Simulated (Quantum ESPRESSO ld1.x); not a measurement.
Values are calculated unless marked as measured or tabulated.
Question: The terbium ion Tb3+, 62 electrons, occupied as [Xe] 4f8. Level of theory: scalar-relativistic Kohn-Sham, LDA (Slater exchange, Perdew-Zunger correlation), spin-unpolarised, spherical densities, point nucleus (ld1.x of Quantum ESPRESSO 7.5). Some entries of the table are withheld. Estimate them.

| orbital | occ. | eigenvalue (hartree) | <1/r> (bohr^-1) | r(max) (bohr) |
|---|---|---|---|---|
| 1s | 2 | -1905.3010 | 73.05 | 0.014 |
| 2s | 2 | (1) | (2) | 0.077 |
| 2p | 6 | -281.8190 | 15.80 | 0.063 |
| 3s | 2 | -71.2139 | 6.230 | 0.221 |
| 3p | 6 | -60.4033 | 5.850 | 0.216 |
| 3d | 10 | -46.2879 | 5.553 | 0.176 |
| 4s | 2 | (3) | 2.632 | 0.503 |
| 4p | 6 | -11.4805 | 2.417 | 0.528 |
| 4d | 10 | -6.5848 | 2.132 | 0.545 |
| 5s | 2 | -2.8205 | 1.023 | 1.17 |
| 5p | 6 | -1.9468 | 0.8693 | 1.33 |
| 4f | 8 | -1.2701 | 1.578 | 0.550 |

Answer: 
(1) 2s eigenvalue (hartree): -316.8773
(2) 2s <1/r> (bohr^-1): 16.96
(3) 4s eigenvalue (hartree): -15.0463
